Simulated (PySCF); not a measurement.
A PySCF script (with the pyscf-properties extension) for the NMR shieldings of trans-cinnamaldehyde (SMILES O=C/C=C/c1ccccc1), on a PBE0-D3(BJ)/def2-SVP geometry:

```python
import basis_set_exchange as bse
import numpy as np
from pyscf import gto, dft
from pyscf.prop import nmr

atoms = """
O     4.512875    0.434941    0.020096
C     3.518525   -0.208608    0.253140
C     2.152246    0.232164   -0.031492
C     1.105506   -0.556329    0.283100
C    -0.314473   -0.288130    0.087833
C    -0.790201    0.891690   -0.511945
C    -2.153310    1.104693   -0.669903
C    -3.071912    0.146829   -0.232942
C    -2.616488   -1.028314    0.361938
C    -1.250432   -1.242135    0.519221
H     3.584721   -1.227311    0.721179
H     2.045253    1.216893   -0.495495
H     1.335054   -1.522857    0.750531
H    -0.083076    1.647875   -0.858601
H    -2.506807    2.026130   -1.138030
H    -4.143317    0.319229   -0.357797
H    -3.328506   -1.781957    0.705461
H    -0.893425   -2.163952    0.986159
"""
names = dict.fromkeys(["O", "C", "H"], "pcSseg-1")
basis = {el: gto.basis.parse(bse.get_basis(n, elements=[el], fmt="nwchem")) for el, n in names.items()}
mol = gto.M(atom=atoms, basis=basis, charge=0, verbose=0)
mf = dft.RKS(mol, xc="PBE")
mf.grids.level = 2
mf.grids.alignment = dft.numint.BLKSIZE   # the property module wants whole blocks of grid points
mf.conv_tol = 1e-9
mf.kernel()

calc = nmr.RKS(mf)   # GIAO
sigma = calc.kernel()   # uncoupled for a functional without exact exchange
for i, s in enumerate(sigma):   # ppm
    w = np.linalg.eigvalsh((s + s.T) / 2)
    print("%2d %-2s iso %8.1f  s11 %8.1f  s22 %8.1f  s33 %8.1f" % (i, mol.atom_pure_symbol(i), w.mean(), *w))
```

**Question.** What does it print?

**Answer.** 
```
 0 O  iso   -368.6  s11  -1032.5  s22   -398.6  s33    325.3
 1 C  iso    -12.0  s11    -93.8  s22    -12.0  s33     69.8
 2 C  iso     48.8  s11    -38.2  s22     48.5  s33    136.0
 3 C  iso     22.0  s11    -80.4  s22     13.4  s33    132.9
 4 C  iso     42.4  s11    -47.4  s22      3.1  s33    171.5
 5 C  iso     51.4  s11    -49.4  s22     32.7  s33    171.0
 6 C  iso     47.5  s11    -60.0  s22     33.4  s33    169.1
 7 C  iso     44.8  s11    -61.7  s22     28.0  s33    168.2
 8 C  iso     47.3  s11    -60.2  s22     34.0  s33    168.1
 9 C  iso     43.7  s11    -54.2  s22     33.0  s33    152.4
10 H  iso     21.3  s11     19.5  s22     20.7  s33     23.6
11 H  iso     24.6  s11     22.0  s22     22.6  s33     29.2
12 H  iso     24.4  s11     21.9  s22     22.8  s33     28.4
13 H  iso     23.3  s11     19.0  s22     22.9  s33     27.9
14 H  iso     23.7  s11     20.5  s22     23.9  s33     26.7
15 H  iso     23.8  s11     21.0  s22     23.9  s33     26.6
16 H  iso     23.8  s11     20.8  s22     23.9  s33     26.6
17 H  iso     23.9  s11     20.9  s22     23.2  s33     27.6
```

These numbers come from an equivalent density-fitted implementation of the same equations, which agrees with the script to about 0.01 ppm for H and up to a few tenths of a ppm for heavy atoms, so last digits may differ.

**Question.** Turn these shieldings into chemical shifts. Shifts are taken against calculated references (same method and geometry level): H2O for $^{17}$O (σ = 334.63 ppm); $^{13}$C (σ = 180.03 ppm) and $^{1}$H (σ = 31.20 ppm) against TMS.

**Answer.** Averaging equivalent atoms: O 0: 703.2; C 1: 192.0; C 3: 158.1; C 4: 137.6; C 7: 135.2; C 6/8: 132.6; C 5/9: 132.5; C 2: 131.3; H 10: 9.91; H 13/17: 7.61; H 14/16: 7.46; H 15: 7.41; H 12: 6.83; H 11: 6.60 ppm. Unscaled 17O shifts of doubly bonded oxygen tend to come out too high, by tens of ppm or more. Experimental scales use liquid or dissolved standards, which lie at an offset from isolated H2O (liquid H2O: subtract about 36 ppm).

Size and cost of the density-fitted run: 210 basis functions, 46 s wall time on 1 thread of an Arm Neoverse V2, shared host.
